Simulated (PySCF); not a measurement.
diantimony (Sb₂), singlet, at a GFN2-xTB geometry (core potentials on Sb); B3LYP/def2-TZVPD, polarisability (PySCF).

The PySCF input:
```python
from pyscf import gto, scf, dft
from pyscf.prop import polarizability

mol = gto.Mole()
mol.atom = '''
    Sb   -0.000000   -0.000000   -1.267152
    Sb    0.000000    0.000000    1.267152
'''
mol.basis = 'def2-tzvpd'
mol.ecp = {'Sb': 'def2-tzvpd'}
mol.charge = 0
mol.spin = 0
mol.verbose = 3
mol.build()

mf = dft.RKS(mol)
mf.xc = 'b3lyp'
mf.kernel()
alpha = mf.Polarizability().polarizability()[2, 2]
print('alpha_zz =', alpha)
```

Question: Predict the main parts of the log of this PySCF run.

Answer: 
```
site-packages/pyscf/prop/efg/rhf.py:45: UserWarning: Module EFG is under testing
  warnings.warn('Module EFG is under testing')
site-packages/pyscf/prop/efg/dhf.py:30: UserWarning: Module EFG is under testing
  warnings.warn('Module EFG is under testing')
site-packages/pyscf/prop/zfs/uhf.py:40: UserWarning: Module ZFS is under testing
  warnings.warn('Module ZFS is under testing')
site-packages/pyscf/prop/gtensor/uhf.py:43: UserWarning: Module g-tensor is under testing
  warnings.warn('Module g-tensor is under testing')
site-packages/pyscf/prop/gtensor/uks.py:41: UserWarning: Module g-tensor is under testing
  warnings.warn('Module g-tensor is under testing')
site-packages/pyscf/prop/hfc/uks.py:35: UserWarning: Module HFC is under testing
  warnings.warn('Module HFC is under testing')
site-packages/pyscf/prop/magnetizability/rhf.py:39: UserWarning: Module magnetizability is under testing
  warnings.warn('Module magnetizability is under testing')
site-packages/pyscf/prop/magnetizability/uhf.py:37: UserWarning: Module magnetizability is under testing
  warnings.warn('Module magnetizability is under testing')
site-packages/pyscf/prop/magnetizability/rks.py:37: UserWarning: Module magnetizability is under testing
  warnings.warn('Module magnetizability is under testing')
site-packages/pyscf/prop/magnetizability/uks.py:39: UserWarning: Module magnetizability is under testing
  warnings.warn('Module magnetizability is under testing')
site-packages/pyscf/prop/polarizability/uhf.py:34: UserWarning: Module polarizability is under testing
  warnings.warn('Module polarizability is under testing')
site-packages/pyscf/prop/polarizability/rks.py:29: UserWarning: Module polarizability is under testing
  warnings.warn('Module polarizability is under testing')
site-packages/pyscf/prop/polarizability/uks.py:29: UserWarning: Module polarizability is under testing
  warnings.warn('Module polarizability is under testing')
converged SCF energy = -480.69806058532
alpha_zz = 144.39561369002556
```
